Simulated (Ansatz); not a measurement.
Geometry optimisation, Ansatz, RKS PBE-D4/STO-3G.

input.yaml

```yaml
crystal:
  periodic: [false, false, false]
  atoms:
    - { symbol: Li, position_ang: [-0.8834, -1.25193, -2.23382] }
    - { symbol: C, position_ang: [-0.22727, -0.90825, -0.47955] }
    - { symbol: C, position_ang: [0.141, -1.416, 0.89373] }
    - { symbol: C, position_ang: [-0.16127, 0.37034, -0.79202] }
    - { symbol: Si, position_ang: [0.14517, 2.03759, -0.30067] }
    - { symbol: H, position_ang: [0.66036, -0.6314, 1.45746] }
    - { symbol: H, position_ang: [0.77337, -2.30049, 0.83739] }
    - { symbol: H, position_ang: [-0.76627, -1.68924, 1.43354] }
    - { symbol: H, position_ang: [-0.96175, 2.9613, -0.02445] }
    - { symbol: H, position_ang: [1.28006, 2.82807, -0.79161] }
basis:
  gaussian: { orbitals: STO-3G }
hamiltonian:
  xc: pbe
  dispersion: d4
relax:
  f_tol: 0.015
  max_steps: 40
```

Command:

```bash
$ ansatz run input.yaml --threads 1 --pin off --max-ram 2048MiB --backend cpu --events-out ev --progress --plain --runs-dir out
```

Where does it end, and by what steps?

The run converged. Limits of this set-up: minimal basis. After 25 steps the energy has fallen by 1.989 eV; Li1 moved furthest, 1.23 Å. Joined: Li1–Si5.

```json
{"step": "0", "energy less start (eV)": "0.0000", "largest force component (eV/Å)": "1.117", "accepted": "yes"}
{"step": "1", "energy less start (eV)": "-0.3399", "largest force component (eV/Å)": "0.930", "accepted": "yes"}
{"step": "2", "energy less start (eV)": "-0.5407", "largest force component (eV/Å)": "0.518", "accepted": "yes"}
{"step": "3", "energy less start (eV)": "-0.6535", "largest force component (eV/Å)": "0.574", "accepted": "yes"}
{"step": "4", "energy less start (eV)": "-0.7726", "largest force component (eV/Å)": "0.752", "accepted": "yes"}
{"step": "5", "energy less start (eV)": "-0.8834", "largest force component (eV/Å)": "0.519", "accepted": "yes"}
{"step": "6", "energy less start (eV)": "-0.9482", "largest force component (eV/Å)": "0.556", "accepted": "yes"}
{"step": "7", "energy less start (eV)": "-0.9726", "largest force component (eV/Å)": "0.824", "accepted": "yes"}
{"step": "8", "energy less start (eV)": "-1.0120", "largest force component (eV/Å)": "0.365", "accepted": "yes"}
{"step": "9", "energy less start (eV)": "-1.0231", "largest force component (eV/Å)": "0.124", "accepted": "yes"}
{"step": "10", "energy less start (eV)": "-1.0267", "largest force component (eV/Å)": "0.109", "accepted": "yes"}
{"step": "11", "energy less start (eV)": "-1.0284", "largest force component (eV/Å)": "0.077", "accepted": "yes"}
{"step": "12", "energy less start (eV)": "-0.9562", "largest force component (eV/Å)": "2.367", "accepted": "no"}
{"step": "13", "energy less start (eV)": "-1.0304", "largest force component (eV/Å)": "0.181", "accepted": "yes"}
{"step": "14", "energy less start (eV)": "-1.0417", "largest force component (eV/Å)": "0.203", "accepted": "yes"}
{"step": "15", "energy less start (eV)": "-1.1190", "largest force component (eV/Å)": "0.808", "accepted": "yes"}
{"step": "16", "energy less start (eV)": "-1.3658", "largest force component (eV/Å)": "1.277", "accepted": "yes"}
{"step": "17", "energy less start (eV)": "-1.6716", "largest force component (eV/Å)": "1.478", "accepted": "yes"}
{"step": "18", "energy less start (eV)": "-1.9155", "largest force component (eV/Å)": "1.409", "accepted": "yes"}
{"step": "19", "energy less start (eV)": "-1.9555", "largest force component (eV/Å)": "0.985", "accepted": "yes"}
{"step": "20", "energy less start (eV)": "-1.9652", "largest force component (eV/Å)": "0.505", "accepted": "yes"}
{"step": "21", "energy less start (eV)": "-1.9885", "largest force component (eV/Å)": "0.164", "accepted": "yes"}
{"step": "22", "energy less start (eV)": "-1.9892", "largest force component (eV/Å)": "0.104", "accepted": "yes"}
{"step": "23", "energy less start (eV)": "-1.9893", "largest force component (eV/Å)": "0.055", "accepted": "yes"}
{"step": "24", "energy less start (eV)": "-1.9894", "largest force component (eV/Å)": "0.016", "accepted": "yes"}
{"step": "25", "energy less start (eV)": "-1.9895", "largest force component (eV/Å)": "0.005", "accepted": "yes"}
```

```xyz
10
Properties=species:S:1:pos:R:3
Li -0.683 -0.099 -1.844
C -0.028 -0.575 0.120
C 0.158 -1.746 1.057
C 0.053 0.678 -0.101
Si -0.183 2.097 -1.255
H 0.653 -1.416 1.996
H 0.780 -2.534 0.590
H -0.821 -2.196 1.316
H -1.049 3.037 -0.545
H 1.120 2.755 -1.334
```

Run time: 81 s on 1 thread of Intel(R) Xeon(R) Platinum 8175M CPU @ 2.50GHz (Skylake/Cascade Lake), on a shared host, peak memory 0.14 GiB.
